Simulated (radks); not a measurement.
All-electron atom: V4+ in [Ar] 3d1.

All-electron calculation, scalar-relativistic Kohn-Sham, PBEsol, spin-polarised, spherical densities, point nucleus; open shells are filled with parallel spins first. Program: a radial shooting solver on a logarithmic mesh with Libxc functionals.

Energy parts (eV):
part                      energy
total                 -25699.667
kinetic                25938.456
electron-nucleus      -60153.145
Hartree                 9673.731
exchange-correlation   -1158.708

Orbitals (lengths in bohr, moments of r in powers of bohr; <r^-3> diverges for s and p1/2):
| orbital | occ. | eigenvalue (eV) | <r^4> | <r^-3> |
|---|---|---|---|---|
| 1s up | 1 | -5414.003 | 0.00009099 | - |
| 1s down | 1 | -5414.008 | 0.00009099 | - |
| 2s up | 1 | -659.1034 | 0.02224 | - |
| 2s down | 1 | -658.5983 | 0.02217 | - |
| 2p up | 3 | -559.8421 | 0.01764 | 309.8 |
| 2p down | 3 | -559.4532 | 0.01757 | 310.2 |
| 3s up | 1 | -123.6307 | 1.500 | - |
| 3s down | 1 | -122.3468 | 1.508 | - |
| 3p up | 3 | -96.8598 | 1.983 | 40.33 |
| 3p down | 3 | -95.5953 | 2.001 | 40.14 |
| 3d up | 1 | -55.7213 | 3.943 | 3.745 |
| 3d down | 0 | -54.4807 | 4.056 | 3.720 |

The highest occupied level is 3d up at -55.721 eV. Summed over all electrons, <r^2> = 10.72 bohr^2, which gives a Langevin (diamagnetic) susceptibility term of -8.49 x 10^-6 cm^3/mol.
